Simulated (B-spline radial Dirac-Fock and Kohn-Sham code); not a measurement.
Ba²⁺: N5-O23O23 lines in intermediate coupling

System: the Ba²⁺ ion, [Kr] 4d10 5s2 5p6, inside a Watson sphere of charge -2 and radius 2.7 Å (a model of the Madelung potential; inside it an electron's potential energy is raised by 10.7 eV).

Calculated with a radial finite-basis atomic code, using Dirac-Fock energy differences between relaxed states, corrected for Breit and QED terms. The two-hole levels come from diagonalising the Coulomb interaction among the jj configurations; intensities are independent-particle Coulomb rates. Kinetic energies are from the vacuum level. Correlation energy is missing from these numbers.

```tsv
kinetic energy (eV)	J	leading jj holes (weight)	leading LS term (weight)
34.51	0	O2O2 (0.81)	¹S0 (0.77)
38.01	2	O2O3 (0.94)	¹D2 (0.88)
39.43	1	O2O3 (1.00)	³P1 (1.00)
39.87	0	O3O3 (0.81)	³P0 (0.77)
41.43	2	O3O3 (0.94)	³P2 (0.88)
```

The intensity is shared as follows: 38.01 eV 61.8 %, 41.43 eV 15.4 %, 34.51 eV 14.2 %, 39.87 eV 5.6 %, 39.43 eV 3.0 %.

The strongest line, by its leading LS label ¹D2, lies at 38.01 eV. The mean weight of the leading component is 0.90 in jj and 0.86 in LS coupling, so jj labels describe these levels better.
